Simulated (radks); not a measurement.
Results of a calculation; reference values are marked as such.
Initial-state core-level shifts of the iron ion Fe+ when its valence configuration changes from [Ar] 3d6 4s1. Code: a radial shooting solver on a logarithmic mesh with Libxc functionals. Model: non-relativistic Kohn-Sham, PBE, spin-polarised, spherical densities, point nucleus; open shells are filled with parallel spins first. Shifts are changes of the shell-averaged eigenvalues in eV (positive: less bound); the change of the density at the nucleus, which sets a Mossbauer isomer shift, is in e/bohr^3, on a base of 1.192e+04.

\begin{tabular}{lrrrrr}
valence & 1s & 2s & 3s & 3p & density at nucleus \\ \hline
3d6 4p1 & -1.411 & -1.330 & -1.420 & -1.419 & -5.990 \\
3d7 & +5.110 & +5.767 & +5.118 & +4.972 & -6.967 \\
3d5 4p2 & -9.125 & -9.890 & -8.807 & -8.613 & -4.353 \\
3d5.5 4s1 4p0.5 & -3.765 & -4.141 & -3.657 & -3.568 & +1.283 \\
3d4 4s1 4p2 & -17.462 & -19.429 & -16.369 & -15.939 & +6.385 \\
3d3.5 4s1 4p2.5 & -22.638 & -25.264 & -20.967 & -20.412 & +8.477 \\
3d5 4s1 4p1 & -7.803 & -8.622 & -7.484 & -7.295 & +2.753 \\
3d4 4s2 4p1 & -16.590 & -18.520 & -15.516 & -15.099 & +13.444 \\
3d6.5 4s0.5 & +2.731 & +3.086 & +2.703 & +2.625 & -3.781 \\
\end{tabular}
